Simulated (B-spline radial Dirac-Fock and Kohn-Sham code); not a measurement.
Kohn-Sham estimates against Dirac-Fock for the levels of Br²³⁺

System: Br²³⁺, configuration [Ne] 3s2.

The density-functional columns are spherical, spin-unpolarised Dirac-Kohn-Sham results without Breit or QED terms: −ε is minus the orbital energy of the initial state and ΔSCF the difference of two total energies. The reference in the last column comes from ΔSCF Dirac-Fock with Breit, self-energy and vacuum polarisation, finite nucleus, configuration average. All numbers are from a radial finite-basis atomic code, in eV; a selection of levels is shown. For the 1s level of heavy atoms much of the gap between ΔSCF and the reference is the Breit and QED part, -30.0 eV here; for other levels the error of the functional can be larger.

```
     level   LDA −ε  LDA ΔSCF  Dirac-Fock
    K (1s)  14347.8   14596.9     14569.2
   L1 (2s)   2734.7    2794.9      2823.6
L2 (2p1/2)   2575.8    2646.0      2640.8
L3 (2p3/2)   2526.7    2595.5      2592.4
   M1 (3s)   1048.5    1072.4      1065.7
```

For the outermost level NIST gives 1070.6 ± 1.4 eV (semi-empirical); the differences from it are LDA −ε -22.10, LDA ΔSCF +1.83, Dirac-Fock -4.93 eV.

Values without a named source are computed, but for edge energies of neutral atoms, which are taken from tables.
